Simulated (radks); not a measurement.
Q: Numerical settings for the silicon ion Si3+, [Ne] 3s1. Method: scalar-relativistic Kohn-Sham, r2SCAN, spin-unpolarised, spherical densities, finite nucleus; meta-GGA in the generalised Kohn-Sham scheme; Fermi nuclear charge, rms radius 3.1224 fm; computed with a radial shooting solver on a logarithmic mesh with Libxc functionals. The defaults (mesh step 0.008 in ln r, mesh end at 40 bohr or more with all orbitals vanishing there, Anderson mixing 0.5 over 9 steps, residual threshold near 1e-9 with the energy settled to 1e-9 hartree or 1e-11 of itself, here a cap of 59 iterations) give E = -287.827 hartree and 3s at -39.276 eV in 14 iterations. Run on one thread of a shared host, so times are rough (Arm Neoverse V2): 0.05 s of CPU time, 0.05 s wall, 14 iterations on 2189 mesh points. One setting is changed at a time: mesh step in ln r 0.02; mesh step in ln r 0.12; mesh step in ln r 0.03; mesh end (bohr) 20; mesh end (bohr) 2; residual threshold 0.1; residual threshold 0.01; mixing 0.2; linear mixing, mixing 0.5; linear mixing, mixing 0.2; mixing history 20; iteration cap 2. Which runs fail to converge, and which converge to a wrong energy?

A: Not converged within the cap: mesh step in ln r 0.12; linear mixing, mixing 0.5; linear mixing, mixing 0.2; iteration cap 2. Settings that end as converged yet miss the energy by more than 1 mhartree: mesh end (bohr) 2 (+1.29 hartree).
